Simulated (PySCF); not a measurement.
H6O3Si2.
Cartesian coordinates in Å at the GFN2-xTB level; atoms count from 1:
```xyz
11
H6O3Si2 angstrom
O      1.4624    1.8112   -0.1184
Si     1.0444    0.2487   -0.2801
O      1.7649   -0.5656    0.9151
O     -0.5578    0.0945   -0.1414
Si    -1.8994   -0.7411    0.2056
H      0.9898    2.4771   -0.6077
H      1.4238   -0.2788   -1.5791
H      2.5655   -0.2166    1.2959
H     -2.2280   -1.5315   -0.9817
H     -2.8886    0.3035    0.4701
H     -1.6716   -1.5987    1.3656
```

PySCF closed-shell single points with density fitting, gas phase. The input was altered on purpose; the results of an altered input aren't properties of the species above.

What comes out at PBE0/MINI with: at most 97 cycles, charge set to +2?

E = -801.9828 Eh; HOMO -21.20 eV, LUMO -20.10 eV (gap 1.10 eV), in 22 cycles. The system has 56 electrons in place of 58. The response step found this closed-shell solution unstable or close to it.

The SCF part of the output:
```
final grid: 89712 points
cycle   1  E = -801.5491308130  dE =  2.015e+00  |g| = 8.467e-01  |ddm| = 4.512e+00
cycle   2  E = -796.5845612287  dE =  4.965e+00  |g| = 2.997e+00  |ddm| = 9.686e+00
cycle   3  E = -801.6110974118  dE = -5.027e+00  |g| = 1.058e+00  |ddm| = 9.358e+00
cycle   4  E = -801.5531894777  dE =  5.791e-02  |g| = 9.288e-01  |ddm| = 2.828e+00
cycle   5  E = -801.7652477244  dE = -2.121e-01  |g| = 7.492e-01  |ddm| = 2.514e+00
cycle   6  E = -801.9617473716  dE = -1.965e-01  |g| = 2.066e-01  |ddm| = 1.555e+00
cycle   7  E = -801.9806869202  dE = -1.894e-02  |g| = 5.673e-02  |ddm| = 5.637e-01
cycle   8  E = -801.9824855158  dE = -1.799e-03  |g| = 2.078e-02  |ddm| = 1.586e-01
cycle   9  E = -801.9822758396  dE =  2.097e-04  |g| = 2.765e-02  |ddm| = 8.252e-02
cycle  10  E = -801.9826850470  dE = -4.092e-04  |g| = 9.614e-03  |ddm| = 4.976e-02
cycle  11  E = -801.9827670922  dE = -8.205e-05  |g| = 2.839e-03  |ddm| = 5.220e-02
cycle  12  E = -801.9827785095  dE = -1.142e-05  |g| = 3.212e-03  |ddm| = 2.275e-02
cycle  13  E = -801.9828031529  dE = -2.464e-05  |g| = 1.029e-03  |ddm| = 4.968e-02
cycle  14  E = -801.9828072472  dE = -4.094e-06  |g| = 1.061e-03  |ddm| = 1.739e-02
cycle  15  E = -801.9828110787  dE = -3.831e-06  |g| = 6.401e-04  |ddm| = 2.676e-02
cycle  16  E = -801.9828117549  dE = -6.763e-07  |g| = 4.469e-04  |ddm| = 1.426e-02
cycle  17  E = -801.9828118044  dE = -4.948e-08  |g| = 1.446e-04  |ddm| = 4.326e-03
cycle  18  E = -801.9828118783  dE = -7.391e-08  |g| = 6.850e-05  |ddm| = 4.779e-03
cycle  19  E = -801.9828118873  dE = -9.019e-09  |g| = 3.518e-05  |ddm| = 8.911e-04
cycle  20  E = -801.9828118903  dE = -2.959e-09  |g| = 2.015e-05  |ddm| = 3.853e-04
cycle  21  E = -801.9828118927  dE = -2.407e-09  |g| = 1.023e-05  |ddm| = 6.140e-04
cycle  22  E = -801.9828118931  dE = -4.056e-10  |g| = 1.287e-05  |ddm| = 4.923e-04
converged SCF energy = -801.9828118931
```
